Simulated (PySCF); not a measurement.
C2H6ClSi, doublet, at a GFN2-xTB geometry; PySCF with BLYP/def2-SVP.

PySCF was given this input:
```python
from pyscf import gto, scf, dft

mol = gto.M(
    atom='''
C    -1.388738   -1.413229   -0.131221
Si    0.046516   -0.325780    0.491918
C     1.736257   -0.955591   -0.123641
Cl   -0.231410    1.583884   -0.223030
H    -2.349278   -1.038931    0.209452
H    -1.287732   -2.437061    0.213961
H    -1.406361   -1.426368   -1.220183
H     1.762079   -0.962368   -1.212498
H     2.547508   -0.321824    0.221330
H     1.931426   -1.965633    0.221770
''',
    basis='def2-svp',
    charge=0,
    spin=1,
    verbose=4,
)

mf = dft.UKS(mol)
mf.xc = 'blyp'
mf.kernel()
```

Output, abridged:

```
PySCF version 2.14.0

[INPUT] verbose = 4
[INPUT] num. atoms = 10
[INPUT] num. electrons = 49
[INPUT] charge = 0
[INPUT] spin (= nelec alpha-beta = 2S) = 1
[INPUT] symmetry False subgroup None
[INPUT] Mole.unit = angstrom
[INPUT] Symbol           X                Y                Z      unit          X                Y                Z       unit  Magmom
[INPUT]  1 C     -1.388738000000  -1.413229000000  -0.131221000000 AA   -2.624334478776  -2.670615761293  -0.247971751792 Bohr   0.0
[INPUT]  2 Si     0.046516000000  -0.325780000000   0.491918000000 AA    0.087902500410  -0.615634976861   0.929590295744 Bohr   0.0
[INPUT]  3 C      1.736257000000  -0.955591000000  -0.123641000000 AA    3.281050211859  -1.805805277099  -0.233647627767 Bohr   0.0
[INPUT]  4 Cl    -0.231410000000   1.583884000000  -0.223030000000 AA   -0.437301522486   2.993106973081  -0.421465617562 Bohr   0.0
[INPUT]  5 H     -2.349278000000  -1.038931000000   0.209452000000 AA   -4.439492010466  -1.963295052321   0.395806916242 Bohr   0.0
[INPUT]  6 H     -1.287732000000  -2.437061000000   0.213961000000 AA   -2.433460801838  -4.605377838859   0.404327691338 Bohr   0.0
[INPUT]  7 H     -1.406361000000  -1.426368000000  -1.220183000000 AA   -2.657637122269  -2.695444872844  -2.305811691850 Bohr   0.0
[INPUT]  8 H      1.762079000000  -0.962368000000  -1.212498000000 AA    3.329846719847  -1.818611951045  -2.291289146583 Bohr   0.0
[INPUT]  9 H      2.547508000000  -0.321824000000   0.221330000000 AA    4.814092420138  -0.608159220312   0.418253083150 Bohr   0.0
[INPUT] 10 H      1.931426000000  -1.965633000000   0.221770000000 AA    3.649866169864  -3.714508031407   0.419084562645 Bohr   0.0

nuclear repulsion = 205.962841658027
number of shells = 46
number of NR pGTOs = 162
number of NR cGTOs = 94
basis = def2-svp
ecp = {}

******** <class 'pyscf.dft.uks.UKS'> ********
method = UKS
initial guess = minao
damping factor = 0
level_shift factor = 0
DIIS = <class 'pyscf.scf.diis.CDIIS'>
diis_start_cycle = 1
diis_space = 8
diis_damp = 0
SCF conv_tol = 1e-09
SCF conv_tol_grad = None
SCF max_cycles = 50
direct_scf = True
direct_scf_tol = 1e-13
number electrons alpha = 25  beta = 24
XC library pyscf.dft.libxc version 7.1.2
    S. Lehtola, C. Steigemann, M. J. T. Oliveira, and M. A. L. Marques,  SoftwareX 7, 1–5 (2018)
XC functionals = blyp
    A. D. Becke,  Phys. Rev. A 38, 3098 (1988)
    C. Lee, W. Yang, and R. G. Parr,  Phys. Rev. B 37, 785 (1988)
    B. Miehlich, A. Savin, H. Stoll, and H. Preuss,  Chem. Phys. Lett. 157, 200 (1989)
radial grids:
    Treutler-Ahlrichs [JCP 102, 346 (1995); DOI:10.1063/1.469408] (M4) radial grids

becke partition: Becke, JCP 88, 2547 (1988); DOI:10.1063/1.454033
pruning grids: <function nwchem_prune>
grids dens level: 3
symmetrized grids: False
atomic radii adjust function: <function treutler_atomic_radii_adjust>
small_rho_cutoff = 0
Set gradient conv threshold to 3.16228e-05
tot grids = 125144
init E= -829.167900063522

cycle= 1 E= -829.064866978196  delta_E= 0.103  |g|= 0.436  |ddm|= 2.25
cycle= 2 E= -828.914659062038  delta_E= 0.15  |g|= 0.66  |ddm|= 1.19
cycle= 3 E= -829.169658201923  delta_E= -0.255  |g|= 0.0396  |ddm|= 0.741
cycle= 4 E= -829.170549176226  delta_E= -0.000891  |g|= 0.0169  |ddm|= 0.0957
cycle= 5 E= -829.170697455368  delta_E= -0.000148  |g|= 0.00575  |ddm|= 0.0335
cycle= 6 E= -829.170719259015  delta_E= -2.18e-05  |g|= 0.000997  |ddm|= 0.00981
cycle= 7 E= -829.170719852053  delta_E= -5.93e-07  |g|= 0.000241  |ddm|= 0.00159
cycle= 8 E= -829.170719891436  delta_E= -3.94e-08  |g|= 6.21e-05  |ddm|= 0.000458
cycle= 9 E= -829.170719893838  delta_E= -2.4e-09  |g|= 1.16e-05  |ddm|= 0.000107
cycle= 10 E= -829.170719893921  delta_E= -8.28e-11  |g|= 3.01e-06  |ddm|= 1.69e-05
Extra cycle  E= -829.170719893919  delta_E= 1.59e-12  |g|= 2.39e-06  |ddm|= 6.74e-06
converged SCF energy = -829.170719893919  <S^2> = 0.75102459  2S+1 = 2.0010243
```
